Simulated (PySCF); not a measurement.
C4H6OSi, SMILES C1CC(=O)[SiH2]C=1.

The structure is a stationary point at r2SCAN-D4/def2-SVP. The structure was generated by enumeration, and PubChem lists no compound with its InChIKey, so it may never have been made. The values are those of a single conformer.

Two levels are set side by side: PBE/def2-TZVP (PySCF) and r2SCAN/def2-TZVP (PySCF). Same geometry, gas phase. Differences are taken from unrounded values.

| quantity | r2SCAN | PBE | PBE minus r2SCAN |
|---|---|---|---|
| orbital gap (eV) | 3.16 | 2.74 | -0.42 |
| highest occupied level (eV) | -5.54 | -5.31 | 0.24 |
| lowest empty level (eV) | -2.38 | -2.56 | -0.18 |
| dipole moment (D) | 2.88 | 2.77 | -0.11 |
| mean polarisability (bohr³) | 73.6 | 75.3 | 1.7 |

Rough cost on one machine, each run with all the roots and properties that it gave: r2SCAN against PBE about 4 times.
